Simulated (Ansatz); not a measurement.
Cost and result for the atomization energy of C₃H₆AlBr (`C/C=[C](\[AlH2])Br`) (11 atoms, 10 bonds).

Z-matrix (Å, degrees):
```
C
C 1 1.490
H 1 1.090 2 112.6
H 1 1.095 2 110.3 3 -121.3
H 1 1.095 2 110.3 3 121.3
C 2 1.335 1 124.7 3 -0.1
H 2 1.090 1 115.7 3 179.9
Br 6 1.925 2 116.9 1 -180.0
Al 6 1.948 2 129.8 1 0.0
H 9 1.579 6 119.0 2 180.0
H 9 1.587 6 119.3 2 -0.0
```

The species carries charge 0 and has multiplicity 1. Correlated methods include outer-core shells of Br, which these sets cover unevenly. Scalar relativity is left out up to krypton. Geometry: relaxed with PBE0-D4/def2-TZVP. Program: Ansatz. All runs use 4 threads of an Arm Neoverse V1 on a shared host. Times are those of one run each, without the atoms' runs, and a repeat can differ threefold. Electronic energies, without spin–orbit coupling; frozen cores. CCSD(T)/CBS adds CCSD(T) − MP2 in def2-TZVPP to the MP2 limit, and its time is that of the two runs behind it. T1 = 0.010. With those shells the extrapolation isn't a true limit. B3LYP takes the VWN-RPA correlation (the form of Gaussian; ORCA's B3LYP/G).

CCSD(T)/CBS is a level of theory with its own doubt, some kJ/mol a heavy atom from the limit and from the frozen cores, so smaller differences don't rank the functionals.

| level | functions | wall time | atomization (kJ/mol) | difference from CCSD(T)/CBS | per bond |
| --- | --- | --- | --- | --- | --- |
| PBE-D4/def2-TZVPP (with forces) | 267 | 3.3 s | 3980.8 | 72.7 | 7.3 |
| PBE0-D4/def2-TZVPP | 267 | 4.5 s | 3923.9 | 15.8 | 1.6 |
| r2SCAN-D4/def2-TZVPP (with forces) | 267 | 7 s | 3923.8 | 15.7 | 1.6 |
| B3LYP-D4/def2-TZVPP (with forces) | 267 | 7 s | 3900.1 | -8.0 | -0.8 |
| B2PLYP/def2-TZVPP | 267 | 8.5 s | 3859.3 | -48.8 | -4.9 |
| ωB97X-V/def2-TZVPP | 267 | 12 s | 3906.2 | -1.9 | -0.2 |
| ωB97M-V/def2-TZVPP (with forces) | 267 | 17 s | 3906.3 | -1.8 | -0.2 |
| MP2/def2-QZVPP | 510 | 34 s | 3927.4 | 19.3 | 1.9 |
| CCSD(T)/def2-TZVPP | 267 | 4.8 min | 3811.5 | -96.6 | -9.7 |
| CCSD(T)/CBS(def2) | – | 5.4 min | 3908.1 | 0.0 | 0.0 |

From PBE to PBE0 (25 % exact exchange), in def2-TZVPP and without D4, the atomization energy moves by −53.2 kJ/mol: exact exchange takes away binding that semilocal exchange gives to molecules. The D4 term adds +41.6 kJ/mol with B3LYP and +21.8 kJ/mol with PBE0; it sums over pairs of atoms, weighted by their polarisabilities, and B3LYP, whose exchange is more repulsive, gets the larger term. In def2-TZVPP, CCSD(T) changes the Hartree–Fock value by +919.7 kJ/mol (the triples alone add +61.9 kJ/mol) and MP2 by +978.9 kJ/mol; breaking electron pairs costs correlation energy, which Hartree–Fock lacks.
